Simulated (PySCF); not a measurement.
Compound: C₃H₅B.
SMILES with atom numbers: `[BH2:1][CH2:2][C:3]#[CH:4]` (hydrogens: H5, H6 on B1; H7, H8 on C2; H9 on C4)

Computed by this run: PySCF 2.14.0, PBE0-D3(BJ)/def2-SVP geometry optimisation, gas phase; density fitting, grid level 1; the optimiser is geomeTRIC in internal coordinates, started from a GFN2-xTB structure with every atom displaced at random (about 0.01 Å).

Step 1: E = -3858.2461 eV
```
atom  x, y, z in Å  |  force x, y, z in eV/Å
B1     -1.2738    0.7006    0.1071   -0.075  -0.036  -0.085
C2     -0.4148   -0.6081    0.0034    0.310  -0.004   0.020
C3      1.0191   -0.3824   -0.0630    0.369   0.677  -0.065
C4      2.1616    0.0308   -0.1260    0.035  -0.523   0.102
H5     -0.7730    1.7898    0.0233    0.075   0.095   0.013
H6     -2.4689    0.6215    0.2351   -0.125  -0.099   0.044
H7     -0.6602   -1.2824    0.8427   -0.164  -0.082  -0.020
H8     -0.7500   -1.1428   -0.9065   -0.175  -0.070   0.029
H9      3.2178    0.2559   -0.1495   -0.250   0.042  -0.039
```

Step 2: E = -3858.2781 eV
```
atom  x, y, z in Å  |  force x, y, z in eV/Å
B1     -1.2967    0.7056    0.1012   -0.064  -0.031   0.011
C2     -0.3993   -0.5789    0.0022    0.252   0.039   0.019
C3      1.0388   -0.3495   -0.0624   -0.229   0.331  -0.043
C4      2.1966    0.0032   -0.1226    0.154  -0.344   0.061
H5     -0.8371    1.8184    0.0262    0.028  -0.005  -0.007
H6     -2.4911    0.5700    0.2400    0.001  -0.045  -0.006
H7     -0.6581   -1.2591    0.8357   -0.046  -0.015  -0.008
H8     -0.7487   -1.1245   -0.8981   -0.047  -0.020   0.001
H9      3.2533    0.1978   -0.1556   -0.049   0.089  -0.026
```

Question: Estimate the geometry and energy of step 3. (The exact step hangs on the optimiser's Hessian estimate; all steps are aligned on step 2, rigid shifts and turns removed.)

Answer: E = -3858.2975 eV, largest force 0.188 eV/Å
```
atom  x, y, z in Å  |  force x, y, z in eV/Å
B1     -1.3287    0.7086    0.1017    0.003   0.010   0.010
C2     -0.3809   -0.5358    0.0036   -0.017  -0.039   0.024
C3      1.0527   -0.3020   -0.0619   -0.160   0.096  -0.024
C4      2.2339   -0.0413   -0.1182   -0.012  -0.174   0.017
H5     -0.9118    1.8404    0.0285   -0.035  -0.028   0.001
H6     -2.5159    0.5059    0.2380    0.052   0.020  -0.017
H7     -0.6452   -1.2257    0.8293    0.051   0.014   0.018
H8     -0.7378   -1.0927   -0.8892    0.041   0.021  -0.023
H9      3.2916    0.1257   -0.1652    0.076   0.080  -0.006
```

The energy changes by -0.0194 eV. The first-order estimate −F·Δx gives -0.0327 eV and the mean of the old and new forces, exact on a quadratic surface, -0.0195 eV. The step makes an angle of 72° with the force vector and moves no atom by more than 0.082 Å.

The cost below is that of the whole optimisation. The run took 24 s wall on one thread, Arm Neoverse N1 (aarch64), shared host with 64 logical CPUs at a one-minute load of 60, and the process peaked at 0.34 GiB of memory.
